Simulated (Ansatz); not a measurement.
A displaced shape of singlet ScF3:

| atom | x (Å) | y (Å) | z (Å) |
| --- | --- | --- | --- |
| Sc | -0.0411 | 0.0284 | 0.0023 |
| F | 1.7847 | 0.0285 | -0.0169 |
| F | -0.9022 | 1.6266 | -0.0077 |
| F | -0.9060 | -1.5912 | -0.0480 |

It was optimised with PBE0/def2-SVP in Ansatz (development build ahead of 0.2.0) to forces under 0.001 eV/Å, with restricted orbitals. Each step stands on the lowest determinant of that kind that the program's search found.

Task: What shape does it relax to, and how does the optimisation go?

Result:

```yaml
atoms:
  - { symbol: Sc, position_ang: [-0.0161, 0.0231, -0.0176] }
  - { symbol: F, position_ang: [1.8060, 0.0256, -0.0103] }
  - { symbol: F, position_ang: [-0.9295, 1.5997, -0.0015] }
  - { symbol: F, position_ang: [-0.9250, -1.5561, -0.0410] }
```

Bond lengths: Sc1–F2 1.822 Å, Sc1–F3 1.822 Å, Sc1–F4 1.822 Å. Angles: F2–Sc1–F3 120.0°, F2–Sc1–F4 120.0°, F3–Sc1–F4 120.0°.

```csv
step,E − E(start) (eV),largest force (eV/Å)
1,0.0000,0.4764
2,-0.0069,0.1724
3,-0.0089,0.0220
4,-0.0089,0.0046
5,-0.0089,0.0004
```

The optimisation ended after 5 steps with its threshold met.
